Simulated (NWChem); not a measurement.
System: AlH3SO; SMILES [OH][AlH][SH]

Results from NWChem. Each level has its own optimisation; frequencies are unscaled. One conformer.

```json
[
 {"level": "Hartree-Fock/STO-3G", "r Al–H (Å)": "1.471", "r Al–O (Å)": "1.675", "r Al–S (Å)": "2.090", "r H–O (Å)": "0.984", "highest harmonic frequency (cm⁻¹)": "4248", "lowest (cm⁻¹)": "225", "zero-point energy (kcal/mol)": "23.2", "dipole (D)": "1.91"},
 {"level": "Hartree-Fock/3-21G", "r Al–H (Å)": "1.577", "r Al–O (Å)": "1.645", "r Al–S (Å)": "2.267", "r H–O (Å)": "0.946", "highest harmonic frequency (cm⁻¹)": "4183", "lowest (cm⁻¹)": "205", "zero-point energy (kcal/mol)": "19.1", "dipole (D)": "3.84"},
 {"level": "BLYP/def2-SVP", "r Al–H (Å)": "1.585", "r Al–O (Å)": "1.721", "r Al–S (Å)": "2.203", "r H–O (Å)": "0.972", "highest harmonic frequency (cm⁻¹)": "3768", "lowest (cm⁻¹)": "183", "zero-point energy (kcal/mol)": "18.0", "dipole (D)": "1.91"},
 {"level": "PBE0/def2-SVP", "r Al–H (Å)": "1.579", "r Al–O (Å)": "1.702", "r Al–S (Å)": "2.179", "r H–O (Å)": "0.958", "highest harmonic frequency (cm⁻¹)": "3989", "lowest (cm⁻¹)": "184", "zero-point energy (kcal/mol)": "18.8", "dipole (D)": "2.11"}
]
```
